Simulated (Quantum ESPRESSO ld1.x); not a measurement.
Task: In+, 48 electrons, occupied as [Kr] 4d10 5s2. Calculated with ld1.x of Quantum ESPRESSO 7.5: Dirac Kohn-Sham, rPW86 exchange with PBE correlation, spin-unpolarised, spherical densities, point nucleus. Some entries of the table are withheld. Estimate them.

orbital  occ.  eigenvalue (hartree)  <1/r> (bohr^-1)  <r^2> (bohr^2)
1s1/2       2              -1020.02            51.88        0.001194
2s1/2       2              -152.884            12.01         0.01939
2p1/2       2              -142.553            11.98         0.01445
2p3/2       4              -134.799            11.19         0.01576
3s1/2       2              -29.2573            4.231          0.1386
3p1/2       2              -25.0863            4.135          0.1338
3p3/2       4              -23.6866            3.943          0.1424
3d3/2       4                   (1)            3.784          0.1235
3d5/2       6                   (2)            3.734          0.1261
4s1/2       2              -4.67696            1.641             (3)
4p1/2       2              -3.31692            1.521          0.9295
4p3/2       4              -3.07415            1.459          0.9929
4d3/2       4              -0.97785              (4)           1.643
4d5/2       6              -0.94639              (5)           1.691
5s1/2       2              -0.55650           0.5159           6.992
5p1/2       0              -0.32831           0.4097           10.91
5p3/2       0              -0.31264           0.3946           11.66
6s1/2       0              -0.13479           0.1983             (6)

Result: 
(1) 3d3/2 eigenvalue (hartree): -16.3212
(2) 3d5/2 eigenvalue (hartree): -16.0348
(3) 4s1/2 <r^2> (bohr^2): 0.8142
(4) 4d3/2 <1/r> (bohr^-1): 1.148
(5) 4d5/2 <1/r> (bohr^-1): 1.131
(6) 6s1/2 <r^2> (bohr^2): 47.10
